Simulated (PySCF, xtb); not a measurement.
CCl2, neutral, multiplicity 1. Atoms are numbered in the order given.

```xyz
3

Cl     0.0000    -1.3947     0.1479
C      0.0000     0.0000    -0.8381
Cl     0.0000     1.3947     0.1479
```

Geometry: PBE0-D3(BJ)/def2-TZVP. The isomer is the one that the SMILES or the coordinates give; other isomers of the formula were not compared.

These are IEF-PCM-ωB97X/def2-SVP (PySCF 2.14.0) values and carry that method's errors.

The values are the electrostatic part of the solvation free energy, E(continuum) − E(gas) at the gas-phase geometry, in a cavity of scaled van der Waals radii (PySCF's table); cavitation and dispersion terms are not included. In vacuum the orbital gap is 8.89 eV. The dipole moment in vacuum is 1.39 D.

| solvent | ε | ΔG(elec) (kcal/mol) | dipole (D) | gap (eV) |
|---|---|---|---|---|
| water | 78.36 | -2.0 | 1.68 | 9.00 |
| methanol | 32.61 | -1.9 | 1.67 | 8.99 |
| chlorobenzene | 5.70 | -1.5 | 1.61 | 8.97 |

For comparison, GFN2-xTB/ALPB(water) (xtb, at the GFN2-xTB geometry, all terms of that model) gives 0.2 kcal/mol.
